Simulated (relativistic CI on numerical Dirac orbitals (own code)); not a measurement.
Ni³⁺ in a cubic cluster: 3s photoemission with charge transfer

Computed with a charge-transfer multiplet model of a cubic metal-ligand cluster with up to 2 ligand holes, Slater and spin-orbit integrals from Dirac-Coulomb-Breit ions, Slater integrals scaled by 0.8. The ground state mixes d7 with configurations of k ligand holes L, whose averages lie at kΔ + k(k − 1)U_dd/2; a core hole lowers each added d electron by U_cd. 20 K, Lorentzian 1.4 eV and Gaussian 0.8 eV FWHM.

Atomic integrals in eV (Slater integrals scaled, ζ unscaled), ground: F2dd 10.578, F4dd 6.603, zeta_d 0.089; with the core hole: F2dd 11.389, F4dd 7.148, zeta_d 0.100, G2cd 11.243.

Cluster parameters (eV): U_dd = 7.6, U_cd = 8.9, 10Dq = 1.9, 10Dq(ligand) = 1.3, V(eg) = 1.75, V(t2g) = -0.88, final-state hopping factor = 1.

```
       Case   n_d    d7   d8L  d9L2     S
Δ = -0.2 eV  7.72  0.33  0.62  0.05  0.51
 Δ = 0.8 eV  7.60  0.43  0.53  0.04  0.52
 Δ = 1.8 eV  7.48  0.54  0.44  0.02  0.55
 Δ = 2.8 eV  7.37  0.64  0.34  0.02  0.62
 Δ = 3.8 eV  7.26  0.74  0.25  0.01  0.81
```

Weights, n_d and S are thermal averages at 20 K. Binding energies count from the first peak over 30 % of the highest in each spectrum, which can be another peak from case to case. The parameters are a model scan and need not match a compound or its usual spin state. Peaks in eV (height, largest 100):
- Δ = -0.2 eV: 0.0 (100), 6.4 (47), 10.9 (25), 15.0 (16), 19.3 (7)
- Δ = 0.8 eV: 0.0 (100), 2.3 (26), 6.7 (51), 10.9 (26), 13.9 (22), 18.1 (11)
- Δ = 1.8 eV: 0.0 (100), 2.9 (28), 7.0 (55), 11.1 (32), 12.9 (28), 17.0 (15)
- Δ = 2.8 eV: 0.0 (100), 3.3 (34), 7.4 (66), 11.1 (41), 16.1 (19)
- Δ = 3.8 eV: 0.0 (100), 3.7 (46), 7.5 (79), 10.7 (43), 15.1 (23)

For the case Δ = 1.8 eV, Δ = 1.8 eV is smaller than U_dd = 7.6 eV, the charge-transfer side of the Zaanen-Sawatzky-Allen scheme. With the core hole the configuration with one ligand hole lies at Δ − U_cd = -9.1, -8.1, -7.1, -6.1, -5.1 eV from the one without, in the order of the table; where this is negative the screened configuration lies lower.

With at most 2 ligand holes the space is cut while the next configuration still counts, so covalency is underestimated, and a final configuration with one more ligand hole, which can lie low, is missing from the spectra.

Without intra-shell correlation the exchange splitting of the 3s hole comes out too large.
